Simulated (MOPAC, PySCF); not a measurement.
C2H7B, SMILES `BCC`, neutral singlet in the gas phase. 

Cartesian coordinates (Å):
SMILES: BCC
```xyz
10

B      1.4192     0.3556     0.0656
C      0.1016    -0.2484    -0.4774
C     -1.1874    -0.0185     0.3106
H      1.5046     0.7536     1.1941
H      2.3993     0.3738    -0.6236
H     -0.0312    -0.0312    -1.5448
H      0.3522    -1.3295    -0.4822
H     -2.0256    -0.5930    -0.0918
H     -1.0603    -0.2986     1.3590
H     -1.4724     1.0362     0.2905
```
Charge 0, spin multiplicity 1.

All levels are single points at this geometry (r2SCAN-D4/def2-TZVP); Pople sets use spherical d functions. Orbital energies aren't observables, and empty levels follow the basis.

BP86/6-31G* in PySCF gives dipole (D) = 0.80.

### Question
Estimate the dipole (D) from each of these levels: PBE-D3(BJ)/def2-TZVP in PySCF; r2SCAN-D4/def2-TZVP in PySCF; B3LYP/6-311+G** in PySCF; B3LYP/6-31G* in PySCF; M06-2X/6-31G* in PySCF; PBE/6-31G* in PySCF; SVWN5/6-31G* in PySCF; AM1 in MOPAC.

### Answer

```
level                          dipole (D)
-----------------------------  ----------
PBE-D3(BJ)/def2-TZVP in PySCF        0.79
r2SCAN-D4/def2-TZVP in PySCF         0.75
B3LYP/6-311+G** in PySCF             0.67
B3LYP/6-31G* in PySCF                0.70
M06-2X/6-31G* in PySCF               0.63
PBE/6-31G* in PySCF                  0.80
SVWN5/6-31G* in PySCF                0.86
AM1 in MOPAC                         0.56
```
